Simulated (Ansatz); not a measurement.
A structure relaxed at PBE0-D4/def2-TZVP, charge 0, multiplicity 1:

Cartesian coordinates in Å:
```
O 0.9510 1.4026 -0.4179
C 0.2787 0.1895 -0.4614
F 0.5402 -0.4380 -1.7038
Si 0.8935 -1.0283 0.8819
Si -1.5947 0.5790 -0.4225
H 1.8985 1.2487 -0.3215
H 0.4502 -0.5471 2.2150
H 0.3812 -2.3975 0.6350
H 2.3820 -1.0038 0.8157
H -1.9271 1.4658 -1.5631
H -2.3322 -0.7055 -0.5260
H -1.9214 1.2346 0.8687
```

Q: Give its formula and SMILES.

A: CH7FOSi2, `OC(F)([SiH3])[SiH3]`.

Q: Summarise the bond lengths by kind.

A: 1 × C–O 1.388 Å; 1 × H–O 0.965 Å; 1 × C–F 1.416 Å; 2 × C–Si 1.914 to 1.915 Å; 6 × H–Si 1.483 to 1.490 Å.

Program: Ansatz 0.2.0.
